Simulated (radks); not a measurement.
Values are calculated unless marked as measured or tabulated.
The nuclear charge of the iridium ion Ir+ is varied continuously with 76 electrons held in [Xe] 4f14 5d7 6s1. Code: a radial shooting solver on a logarithmic mesh with Libxc functionals. Model: scalar-relativistic Kohn-Sham, PBE, spin-polarised, spherical densities, finite nucleus; open shells are filled with parallel spins first (spin-orbit coupling, left out, can overturn this in heavy ions); Fermi nuclear charge, rms radius 5.4032 fm. By the Hellmann-Feynman theorem dE/dZ = E(electron-nucleus)/Z, the electronic potential at the nucleus (averaged over a nucleus of fixed radius). The scalar-relativistic energy here is not variational (the density holds large components alone), so the two differ by a part that grows with Z.

\begin{tabular}{lrrrrr}
Z & E (hartree) & E(electron-nucleus)/Z (hartree) & HOMO & e(HOMO) (eV) & <r> HOMO (bohr) \\ \hline
76 & -17250.7951 & -562.549 & 5d & -3.386 & 1.930 \\
76.2 & -17364.4654 & -564.838 & 5d & -5.252 & 1.864 \\
76.4 & -17478.6029 & -567.128 & 5d & -7.248 & 1.807 \\
76.6 & -17593.2078 & -569.418 & 5d & -9.362 & 1.758 \\
76.8 & -17708.2805 & -571.710 & 5d & -11.586 & 1.715 \\
77 & -17823.8214 & -574.003 & 5d & -13.914 & 1.675 \\
77.2 & -17939.8308 & -576.298 & 6s & -16.190 & 2.609 \\
77.4 & -18056.3092 & -578.596 & 6s & -18.127 & 2.556 \\
77.6 & -18173.2572 & -580.895 & 6s & -20.128 & 2.505 \\
77.8 & -18290.6753 & -583.197 & 6s & -22.189 & 2.458 \\
78 & -18408.5641 & -585.502 & 6s & -24.309 & 2.413 \\
\end{tabular}

The central difference of E at Z = 77 is -578.876 hartree, to compare with the third column; the second derivative is -11.7 hartree.
